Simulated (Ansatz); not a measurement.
The cluster Co₅⁻. The state is a multiplicity 11 with charge -1. Geometry PBE-D4/def2-SVPD; atoms count from 1.

```xyz
5

Co    0.580    0.590   -1.163
Co   -0.809    0.857    0.642
Co   -1.137   -0.701   -1.070
Co    1.328    0.531    0.953
Co    0.038   -1.278    0.637
```

The charge -1 multiplicity 11 is spin-contaminated (final ⟨S²⟩ up to 30.99, 30.00 for a pure state). Another isomer (multiplicity 11) lies 0.14 eV lower at PBE0-D4/def2-TZVPD; other spin states weren't run for this one.

Question: Estimate the Mulliken populations from the PBE0/def2-TZVPD orbitals of Ansatz.

Answer: 
| atom | charge (e) | spin (α − β) | d electrons |
| --- | --- | --- | --- |
| Co1 | -0.19 | 2.24 | 7.81 |
| Co2 | -0.22 | 1.72 | 7.84 |
| Co3 | -0.25 | 2.13 | 7.83 |
| Co4 | -0.23 | 2.15 | 7.79 |
| Co5 | -0.12 | 1.77 | 7.83 |
Mulliken values depend strongly on the basis. With diffuse functions, as here, like atoms can get unlike values, and bond orders can come out too low or too high.

Question: Where does the spin sit?

Answer: Summed by element: Co 10.00, of 10 unpaired in all. Largest on single atoms: Co1 2.24, Co4 2.15, Co3 2.13.

Question: And the Mayer bond orders between heavy atoms (over 0.3)?

Answer: Co1–Co2 0.65 (2.29 Å); Co1–Co3 0.95 (2.15 Å); Co1–Co4 0.84 (2.25 Å); Co1–Co5 0.37 (2.65 Å); Co2–Co3 0.65 (2.34 Å); Co2–Co4 0.86 (2.18 Å); Co2–Co5 0.65 (2.30 Å); Co3–Co5 0.91 (2.15 Å); Co4–Co5 0.80 (2.24 Å).
